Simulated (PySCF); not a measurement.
# Reading the logs of faulty runs: AlC2H8N

All numbers below are calculated, not measured. They come from PySCF 2.14.0, an open-source quantum chemistry program, on an isolated molecule that a program drew, which may never have been made. The molecule is AlC2H8N (charge 0, singlet), drawn as the SMILES string `NC[CH2][AlH2]`.

Each row is a Hartree-Fock (HF) and frozen-core CCSD(T) single point in the cc-pV(D+d)Z basis, meant for a local HF minimum. Run 1 is clean. Each other run has one planted mistake out of seven kinds, and not every kind appears here: one electron removed, one electron added, multiplicity raised by two, geometry at a saddle point, minimal basis STO-3G, one bond length entered in bohr, all coordinates scaled. The reference is restricted for singlets and unrestricted otherwise, and also for a bond in bohr. Adding or removing an electron swaps singlet and doublet. Electrons count all cores. HOMO and LUMO are orbital energies over both spins, the gradient is its largest component, and the lowest frequency (negative if imaginary) is given only where the gradient is small. Bond lengths are over the 11 bonds as drawn. T1 is the CCSD diagnostic: over 0.02 (restricted) or 0.045 (unrestricted) a single reference is doubtful.

Geometry of the clean run:
```xyz
12
AlC2H8N, angstrom
N     1.8020   -1.4548   -0.0399
C     0.4734   -1.1248    0.4499
C    -0.1213    0.2055   -0.0453
Al    0.8482    1.8758    0.3664
H     2.4863   -0.7976    0.2955
H     1.8292   -1.4185   -1.0455
H    -0.1886   -1.9511    0.1756
H     0.5174   -1.1295    1.5425
H    -1.1433    0.3205    0.3487
H    -0.2606    0.1599   -1.1366
H     0.2865    3.2582   -0.1664
H     2.1772    1.8703    1.2325
```

| run | electrons | basis functions | <S^2> | HOMO (eV) | LUMO (eV) | gradient (hartree/bohr) | lowest frequency (cm^-1) | mean bond (Å) | longest bond (Å) | T1 | HF (hartree) | CCSD(T) (hartree) | mistake |
|---|---|---|---|---|---|---|---|---|---|---|---|---|---|
| 1 | 40 | 105 | 0.000 | -10.31 | 1.28 | 3.4e-05 | 98 | 1.3219 | 1.975 | 0.0091 | -376.74427 | -377.34599 | no fault |
| 2 | 41 | 105 | 0.765 | 0.45 | 7.55 | 1.2e-02 | - | 1.3219 | 1.975 | 0.0101 | -376.71196 | -377.32918 | one electron added |
| 3 | 40 | 105 | 0.784 | -7.93 | 0.82 | 9.8e-03 | - | 1.4502 | 2.998 | 0.0509 | -376.64379 | -377.23842 | one bond length entered in bohr |
| 4 | 40 | 32 | 0.000 | -8.20 | 8.66 | 4.2e-02 | - | 1.3219 | 1.975 | 0.0056 | -372.20014 | -372.44037 | minimal basis STO-3G |
| 5 | 40 | 105 | 2.014 | -5.04 | -1.94 | 1.1e-01 | - | 1.3219 | 1.975 | 0.0302 | -376.57470 | -377.16912 | multiplicity raised by two |
| 6 | 40 | 105 | 0.000 | -10.29 | 1.50 | 9.9e-02 | - | 1.2162 | 1.817 | 0.0085 | -376.66289 | -377.25066 | ? |

**Which mistake was planted in run 6, and what did it cost?**

The mean and the longest bond both change by the same factor, 0.920, and the gradient is no longer small. So the mistake is: all coordinates scaled. Subtracting run 1 and multiplying by 627.51 kcal/mol a hartree, the energy moved by 51.1 kcal/mol in HF and 59.8 kcal/mol in CCSD(T).

Cautions from the logs. Run 2: the HOMO is above zero, so the electron isn't bound and the energy depends on the basis; run 3: T1 is over the limit, so its CCSD(T) energy is less reliable.
